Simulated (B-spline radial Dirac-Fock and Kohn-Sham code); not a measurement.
## Kohn-Sham estimates against Dirac-Fock for the levels of Ir³⁵⁺

System: Ir³⁵⁺ in the configuration 1s2 2s2 2p6 3s2 3p6 3d10 4s2 4p6 4d6.

The density-functional columns are spherical, spin-unpolarised Dirac-Kohn-Sham results without Breit or QED terms: −ε is minus the orbital energy of the initial state and ΔSCF the difference of two total energies. The reference in the last column comes from relaxed Dirac-Fock hole states (ΔSCF) with Breit and QED corrections and a finite nucleus. All numbers are from an atomic code on a B-spline grid, in eV; a selection of levels is shown. For the 1s level of heavy atoms much of the gap between ΔSCF and the reference is the Breit and QED part, -400.3 eV here; for other levels the error of the functional can be larger.

| level | LDA −ε | LDA ΔSCF | Dirac-Fock |
| --- | --- | --- | --- |
| 1s | 77352.5 | 77965.4 | 77578.0 |
| 2s | 14711.4 | 14845.9 | 14903.3 |
| 2p1/2 | 14160.0 | 14326.2 | 14301.3 |
| 2p3/2 | 12534.8 | 12679.5 | 12692.7 |
| 3s | 4519.8 | 4574.9 | 4629.6 |
| 3p1/2 | 4274.6 | 4332.6 | 4365.1 |
| 3p3/2 | 3912.8 | 3966.8 | 4001.7 |
| 3d3/2 | 3504.6 | 3566.1 | 3569.1 |
| 3d5/2 | 3426.2 | 3486.3 | 3492.1 |
| 4s | 1929.9 | 1958.9 | 1979.1 |
| 4p1/2 | 1824.4 | 1853.5 | 1860.3 |
| 4p3/2 | 1716.5 | 1744.1 | 1752.8 |
| 4d | 1531.4 | 1559.3 | 1556.8 |

Values without a named source are computed, but for edge energies of neutral atoms, which are taken from tables.
